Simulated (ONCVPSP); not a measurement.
# What one change does to a pseudopotential (As, ONCV)

ONCVPSP 4.0.1 input, shortened (lines: element, Z, core and valence counts, functional; n l f; lmax; l rc ep ncon nbas qcut; lloc lpopt rc5 dvloc0; l nproj debl; icmod fcfact rcfact), PBE, scalar-relativistic:

```
  As 33.00    6    2        4      upf
    1    0    2.00
    2    0    2.00
    2    1    6.00
    3    0    2.00
    3    1    6.00
    3    2   10.00
    4    0    2.00
    4    1    1.00
    1
    0    1.50    0.00    4    8    4.90
    1    1.70    0.00    4    8    5.60
    4    5    1.45    6.00
    0    2    3.10
    1    1    3.50
    1    0.35    0.00
```

All-electron outer shells of the reference configuration (PBE, scalar-relativistic, ld1.x):

```
shell  level (eV)  outermost node (bohr)  outermost maximum (bohr)
   3p     -155.03                   0.22                      0.52
   3d      -61.94                      –                      0.47
   4s      -33.45                   0.73                      1.57
   4p      -22.67                   0.77                      1.83
```

Change: all radii but the core radius scaled by about 1.20 (s 1.80, p 2.04 bohr); local potential polynomial inside 1.74 bohr (lpopt 5, dvloc0 6 Ha).

Cutoffs: the cutoffs (Ha) at which the residual kinetic energy of the hardest occupied pseudo-wave falls to 1 and 0.1 mHa per electron; they do not see the model core or the augmentation charge, which bear on the density cutoff. Errors are all-electron minus pseudo energies relative to the spin-unpolarised reference configuration.

Problem. What does the change do?

Solution. The potential gets softer (10 Ha and 16 Ha → 9.9 Ha and 14 Ha); of the 4 tests that both files solve, the error grows in 3 and shrinks in 0 by more than 15 % and 0.3 meV (median size 8.3 → 11.2 meV); neither file shows a bound ghost. A larger radius leaves more room for a smooth pseudo-wave, so fewer plane waves are needed. More of the atom is replaced by a form fitted at one configuration, so other configurations suffer.

```tsv
quantity	base	changed
cutoff, loose	10 Ha	9.9 Ha
cutoff, tight	16 Ha	14 Ha
loose cutoff by channel	s 10 Ha, p 10 Ha	s 9.9 Ha, p 9.6 Ha
bound ghosts	none	none
GHOST(+) flags under 300 eV	none	none
error for 4s2 4p3, meV [ΔE -27.07 eV]	-9.3	-13
error for 4s2 4p2, meV [ΔE -17.92 eV]	-4.1	-5.2
error for 4s2 4p0, meV [ΔE 27.70 eV]	-23	-24
error for 4s2 4p2.5, meV [ΔE -23.51 eV]	-7.3	-9.6
rms error of d²Exc/dni dnj with the model core, mHa	0.98	0.86
```
